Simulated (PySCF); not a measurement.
Series B-XY, Y = hydroxy, computed as singlets and as triplets. Isolated molecules, 0 K electronic values unless said otherwise. One relaxed conformer stands for each flexible species; it need not be the lowest. Strings in code marks are SMILES.

Quantity: adiabatic spin-state energy, in kcal/mol. Levels without diffuse functions put anions too high.

Case: `[BH-]O`: multiplicity 3 minus multiplicity 1. The other species in the difference include `O[BH-]` (H–B–O–H torsion 180°) (charge -1, multiplicity 1). Geometry of `[BH-]O` (charge -1, multiplicity 3, Å):

```xyz
4

B      0.5760     0.4618     0.0823
O     -0.7419     0.4245     0.0817
H      1.3517    -0.4401    -0.0874
H     -1.1858    -0.4461    -0.0766
```

Task: What is the computed adiabatic spin-state energy (M06-2X/6-31G* // B3LYP-D3(BJ)/def2-TZVPD (PySCF))?

Result: 32.8 kcal/mol.
